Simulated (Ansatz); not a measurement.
Stepwise reaction of `N#C[Si](Cl)(Cl)Cl` with hydrogen fluoride, as a gas-phase model of exchange steps in deposition or etching. ΔE in kJ/mol; ΔG adds harmonic PBE0-D4 terms to CCSD(T)/CBS, at 1 bar.

Gas-phase electronic energies from Ansatz, PBE0-D4/def2-TZVP geometries. CBS: MP2 limit from def2 TZ/QZ plus the TZ coupled-cluster correction, frozen cores. This one scheme is used for every species. DFT in def2-TZVPP. B3LYP here is the variant with VWN-RPA as its local correlation; programs differ in this.

```csv
step,reaction,PBE-D4,B3LYP-D4,ωB97M-V,CCSD(T)/CBS,ΔG(400 K)
1,`N#C[Si](Cl)(Cl)Cl` + H–F → `N#C[Si](F)(Cl)Cl` + HCl,-39.6,-49.6,-49.0,-45.8,-54.5
2,`N#C[Si](F)(Cl)Cl` + H–F → `N#C[Si](F)(F)Cl` + HCl,-41.3,-51.6,-50.8,-49.0,-53.9
```

Question: Give the row of step 3, `N#C[Si](F)(F)Cl` + H–F → `N#C[Si](F)(F)F` + HCl. (An estimate is asked.)

Answer: Computed: 
| step | reaction | PBE-D4 | B3LYP-D4 | ωB97M-V | CCSD(T)/CBS | ΔG(400 K) |
| --- | --- | --- | --- | --- | --- | --- |
| 3 | `N#C[Si](F)(F)Cl` + H–F → `N#C[Si](F)(F)F` + HCl | -42.8 | -53.2 | -52.2 | -51.8 | -52.9 |

Question: By hand: ΔE of the 3 steps together at CCSD(T)/CBS.

Answer: (-45.8) + (-49.0) + (-51.8) = -146.6 kJ/mol, or -48.9 kJ/mol a step.

In ΔE each step is lower than the one before. All are downhill at CCSD(T)/CBS. ΔG lies between -54.5 and -52.9 kJ/mol a step. PBE-D4 differs from CCSD(T)/CBS by 6.2 to 9.0 kJ/mol a step. Isolated molecules leave out the surface, adducts and barriers. Largest T1 diagnostic: 0.013.
